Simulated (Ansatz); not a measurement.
C3H10FHfNO, SMILES `C[N](C)[Hf]([CH3])([OH])[F]`, relaxed with RKS PBE0-D4/def2-TZVP in Ansatz from a GFN2-xTB geometry. The force threshold is 0.005 eV/Å; the program also tests the step.

The species carries charge 0 and has multiplicity 1. Hf: def2 effective core potential.

Start:

```xyz
17

C    -1.120    1.108    1.368
N    -0.815    0.792   -0.027
C    -1.712   -0.261   -0.489
Hf    1.001   -0.045    0.062
C     1.730   -0.664   -1.921
O     2.139    0.823    1.290
F     0.643   -1.589    1.147
H    -0.431    1.886    1.717
H    -2.146    1.494    1.460
H    -1.042    0.213    2.021
H    -2.755    0.082   -0.454
H    -1.644   -1.174    0.135
H    -1.475   -0.512   -1.528
H     2.810   -0.547   -2.073
H     1.518   -1.740   -2.032
H     1.245   -0.162   -2.769
H     2.054    0.296    2.093
```

| step | energy (eV) | largest force (eV/Å) | largest move (Å) |
| --- | --- | --- | --- |
| 1 | -10832.1719 | 1.868 | 0.000 |
| 2 | -10832.5344 | 0.698 | 0.195 |
| 3 | -10832.7076 | 1.144 | 0.195 |
| 4 | -10832.8508 | 1.415 | 0.194 |
| 5 | -10832.9626 | 1.148 | 0.193 |
| 6 | -10833.1038 | 0.342 | 0.200 |
| 7 | -10833.1643 | 0.218 | 0.200 |
| 8 | -10833.1905 | 0.182 | 0.107 |
| 9 | -10833.1989 | 0.880 | 0.195 |
| 10 | -10833.2259 | 0.249 | 0.093 |
| 11 | -10833.2399 | 0.263 | 0.200 |
| 13 | -10833.2500 | 0.078 | 0.048 |
| 15 (rejected) | -10833.2537 | 0.300 | 0.110 |
| 17 | -10833.2607 | 0.103 | 0.074 |
| 19 | -10833.2663 | 0.158 | 0.077 |
| 21 | -10833.2723 | 0.179 | 0.099 |
| 23 | -10833.2764 | 0.035 | 0.058 |
| 25 | -10833.2778 | 0.038 | 0.038 |
| 27 | -10833.2780 | 0.020 | 0.016 |
| 29 | -10833.2781 | 0.005 | 0.005 |
| 31 | -10833.2782 | 0.004 | 0.016 |

End:

```xyz
17

C    -1.263    1.279    1.050
N    -0.787    0.060    0.447
C    -1.852   -0.731   -0.128
Hf    1.111   -0.621    0.306
C     1.682   -0.194   -1.807
O     2.261    0.438    1.430
F     1.149   -2.539    0.466
H    -0.434    1.846    1.482
H    -1.764    1.924    0.314
H    -1.986    1.078    1.854
H    -2.375   -0.187   -0.926
H    -2.599   -1.017    0.627
H    -1.465   -1.658   -0.565
H     2.688   -0.565   -2.039
H     0.990   -0.668   -2.513
H     1.673    0.881   -2.018
H     2.969    0.672    2.021
```

It took 77 s on 2 threads of an AMD EPYC 7R13 on a shared host and a share of an NVIDIA H100 80 GB, with 0.97 GiB of host memory at the peak.
